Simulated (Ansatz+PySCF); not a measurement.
The numbers below are computed, except where a source is named.
Input for PySCF 2.14.0:

```python
from pyscf import gto, scf, cc

mol = gto.M(atom="""
Be 0.000000 0.000000 2.028000
C 0.000000 0.000000 0.000000
F 0.000000 0.000000 -1.560000
""", basis='sto-3g', charge=1, spin=0)
mf = scf.RHF(mol)
mf.kernel()
mycc = cc.CCSD(mf, frozen=3).run()
et = mycc.ccsd_t()
print(mf.e_tot, mycc.e_corr, et, mycc.e_tot + et)
```

The script is written out from the run's settings.

Output:

```yaml
Converged: yes
Reference_energy: -149.22116 hartree
CCSD_correlation_energy: -0.21319 hartree
Triples_correction: -0.05101 hartree
Total_energy: -149.48536 hartree
Spin_squared_of_the_determinant: 0.000
```

This is not the lowest solution: another run reaches a determinant 1.59 eV lower. Caution: large amplitudes, a single reference is doubtful; an unrestricted determinant lies well below.
